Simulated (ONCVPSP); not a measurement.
**An all-electron radial function and its pseudo partner (Mn (Z = 25))**

Columns: radius, all-electron u(r) and pseudo u(r) of the 3d shell (level -6.77 eV) of manganese in the configuration [Ne] 3s2 3p6 3d5 4s2; PBE, scalar-relativistic, ONCV scheme, ONCVPSP 4.0.1.

| r (bohr) | all-electron | pseudo |
| --- | --- | --- |
| 0.080 | 0.0347 | 0.0055 |
| 0.160 | 0.1604 | 0.0417 |
| 0.240 | 0.3306 | 0.1278 |
| 0.320 | 0.4987 | 0.2660 |
| 0.400 | 0.6404 | 0.4398 |
| 0.480 | 0.7483 | 0.6218 |
| 0.560 | 0.8229 | 0.7826 |
| 0.640 | 0.8674 | 0.9000 |
| 0.720 | 0.8870 | 0.9646 |
| 0.800 | 0.8877 | 0.9797 |
| 0.880 | 0.8744 | 0.9575 |
| 0.960 | 0.8515 | 0.9135 |
| 1.040 | 0.8222 | 0.8611 |
| 1.120 | 0.7889 | 0.8094 |
| 1.200 | 0.7533 | 0.7621 |
| 1.280 | 0.7169 | 0.7198 |
| 1.360 | 0.6804 | 0.6810 |
| 1.440 | 0.6445 | 0.6445 |
| 1.520 | 0.6096 | 0.6096 |
| 1.600 | 0.5760 | 0.5760 |
| 1.680 | 0.5438 | 0.5438 |
| 1.760 | 0.5132 | 0.5132 |
| 1.840 | 0.4842 | 0.4841 |
| 1.920 | 0.4567 | 0.4566 |
| 2.000 | 0.4307 | 0.4307 |
| 2.080 | 0.4062 | 0.4062 |

(1) How many radial nodes do the two functions have?

(2) At about which radius was the pseudo-wave matched?

(3) Where does each function peak?

(4) Is the pseudo-wave norm-conserving?

Results:

(1) The all-electron 3d function has n − l − 1 = 0; the pseudo-wave has 0.

(2) 1.60 bohr. The columns agree to 0.0005 from 1.44 bohr on; several derivatives are matched, so the curves merge somewhat inside the radius.

(3) Outermost all-electron maximum near 0.80 bohr, pseudo maximum near 0.80 bohr (to the table’s step).

(4) Yes: the ONCV scheme keeps the norm inside the radius equal to the all-electron one, which fixes the energy derivative of the logarithmic derivative at the level.
